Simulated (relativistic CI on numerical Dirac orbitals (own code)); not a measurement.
**Ga: calculation against measurement**

Computed by Dirac-Coulomb-Breit CI, KLI orbitals optimised for each configuration, QED by a radiative potential, valence Slater integrals scaled by 0.85, P86 correlation energy added to each configuration (own radial code, finite nucleus).

Configurations in the expansion (outside the closed core [Ar] 3d10): 4s2 4p, 4s2 5s, 4s2 5p, 4s2 4d, 4s2 6s, 4s 4p2, 4s2 6p, 4s2 5d, 4s2 4f, 4s2 6d, 4s2 5f, 4s2 5g, 4s2 6f, 4p3, 4s 4p 4d. Levels of other configurations are missing.

```csv
Configuration,Term (tabulated),J,Measured (cm⁻¹),Computed,Error,Purity (%)
4s2 4p,2P°,1/2,0.0,0,0,97
4s2 4p,2P°,3/2,826.2,695,-131,97
4s2 5s,2S,1/2,24788.5,28424,3636,100
4s2 5p,2P°,1/2,33044.1,36502,3458,100
4s2 5p,2P°,3/2,33155.1,36610,3455,100
4s2 4d,2D,3/2,34781.7,37886,3104,94
4s2 4d,2D,5/2,34787.8,37889,3101,94
4s2 6s,2S,1/2,37584.8,41531,3946,100
```

Measured levels from NIST Handbook of Basic Atomic Spectroscopic Data (Sansonetti and Martin, J. Phys. Chem. Ref. Data 34, 1559 (2005)); pairs were made by configuration, J and term (by order where the table uses no LS term), so strongly mixed levels may be paired wrongly.

Mean error by configuration (cm⁻¹): 4s2 4p -131; 4s2 5s 3636; 4s2 5p 3456; 4s2 4d 3103; 4s2 6s 3946. Over the excited levels the mean absolute error is 2976 cm⁻¹ (7 of the 7 excited levels that our extract of the source holds in range could be paired), and the median relative error of those above 1,000 cm⁻¹ is 10 %.

Transition probabilities of persistent lines. The last column rescales the computed rate by the cube of measured over computed energy:

| λ measured (Å) | Lower | Upper | A tabulated (s⁻¹) | A computed | A rescaled |
| --- | --- | --- | --- | --- | --- |
| 2874.24 air | 4s2 4p 2P°_1/2 | 4s2 4d 2D_3/2 | 1.17e+08 | 1.16e+08 | 8.96e+07 |
| 2943.64 air | 4s2 4p 2P°_3/2 | 4s2 4d 2D_5/2 | 1.34e+08 | 1.42e+08 | 1.08e+08 |
| 2944.17 air | 4s2 4p 2P°_3/2 | 4s2 4d 2D_3/2 | 2.61e+07 | 2.38e+07 | 1.81e+07 |
| 4032.98 air | 4s2 4p 2P°_1/2 | 4s2 5s 2S_1/2 | 4.85e+07 | 8.82e+07 | 5.85e+07 |
| 4172.04 air | 4s2 4p 2P°_3/2 | 4s2 5s 2S_1/2 | 9.45e+07 | 1.73e+08 | 1.12e+08 |
